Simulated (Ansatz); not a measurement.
The inner images of a band of H2OSSe (5 atoms, charge 0, multiplicity 1) are given out of order.

Level of theory: RKS B3LYP/def2-SVP in Ansatz.

Initial state:

```xyz
5
Properties=species:S:1:pos:R:3
O -1.203 -1.023 0.120
S -0.589 0.337 0.893
Se 1.598 0.327 0.516
H -1.402 -0.773 -0.797
H 1.597 1.132 -0.733
```

Final state:

```xyz
5
Properties=species:S:1:pos:R:3
O -1.370 -0.437 -0.418
S -0.547 0.303 0.846
Se 1.610 0.162 0.341
H -1.385 -1.391 -0.241
H 1.691 1.362 -0.528
```

Put them in order from the first end to the last, with their energies above the first end.
A.
```xyz
5
Properties=species:S:1:pos:R:3
O -1.274 -0.968 0.148
S -0.595 0.364 0.918
Se 1.573 0.247 0.457
H -1.248 -0.802 -0.807
H 1.545 1.158 -0.716
```
B.
```xyz
5
Properties=species:S:1:pos:R:3
O -1.397 -0.391 -0.352
S -0.559 0.291 0.936
Se 1.578 0.155 0.355
H -1.227 -1.347 -0.342
H 1.605 1.292 -0.597
```
C.
```xyz
5
Properties=species:S:1:pos:R:3
O -1.451 -0.784 0.093
S -0.580 0.363 0.994
Se 1.520 0.143 0.352
H -0.989 -0.927 -0.748
H 1.500 1.205 -0.691
```
D.
```xyz
5
Properties=species:S:1:pos:R:3
O -1.508 -0.662 0.011
S -0.560 0.315 1.042
Se 1.506 0.133 0.315
H -0.929 -1.020 -0.682
H 1.491 1.235 -0.687
```
E.
```xyz
5
Properties=species:S:1:pos:R:3
O -1.361 -0.890 0.143
S -0.594 0.379 0.950
Se 1.544 0.181 0.399
H -1.101 -0.851 -0.791
H 1.513 1.181 -0.701
```
F.
```xyz
5
Properties=species:S:1:pos:R:3
O -1.454 -0.403 -0.252
S -0.567 0.276 1.012
Se 1.537 0.141 0.339
H -1.062 -1.267 -0.454
H 1.546 1.253 -0.645
```
G.
```xyz
5
Properties=species:S:1:pos:R:3
O -1.510 -0.503 -0.121
S -0.564 0.284 1.050
Se 1.507 0.133 0.321
H -0.949 -1.153 -0.575
H 1.516 1.239 -0.674
```

A (+0.025 eV), E (+0.098 eV), C (+0.198 eV), D (+0.249 eV), G (+0.183 eV), F (+0.074 eV), B (+0.007 eV).

Time of the run: 2.6 min on 1 thread of Arm Neoverse V2 (shared host), peak memory 0.25 GiB.
